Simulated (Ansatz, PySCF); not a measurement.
Ways to break one bond of CCCCCCO:

A. CCCCCCO -> [CH2]CCCCCO + H atom
B. CCCCCCO → CC[CH]CCCO + H atom

Quantity: bond dissociation energy (enthalpy at 298 K, with B3LYP-D3(BJ) rigid-rotor harmonic-oscillator terms from PySCF), kcal/mol. Geometries: B3LYP-D3(BJ)/def2-TZVP minima from Ansatz (a first-principles code), one conformer each, not searched for the lowest. Valence correlation only, unless marked. UHF or UKS for open shells. Spin-orbit coupling is left out. No relativistic terms. CBS(X,Y): correlation extrapolated as X^-3; Hartree-Fock from the larger set. [CCSD(T)-MP2]/basis is that difference in the basis named.

|  | LC-wPBE/def2-TZVPD (Ansatz) | wB97M-V/def2-TZVPD (Ansatz) | RI-MP2/cc-pVQZ (Ansatz) | RI-MP2/CBS(cc-pVTZ,cc-pVQZ)+[CCSD(T)-MP2]/cc-pVTZ (Ansatz) |
|---|---|---|---|---|
| A | 96.9 | 100.8 | 101.0 | ___ |
| B | 95.5 | 99.2 | 100.1 | ___ |

**Question.** Fill in the missing entries.

**Answer.** 
- A, RI-MP2/CBS(cc-pVTZ,cc-pVQZ)+[CCSD(T)-MP2]/cc-pVTZ (Ansatz): 102.0
- B, RI-MP2/CBS(cc-pVTZ,cc-pVQZ)+[CCSD(T)-MP2]/cc-pVTZ (Ansatz): 100.6
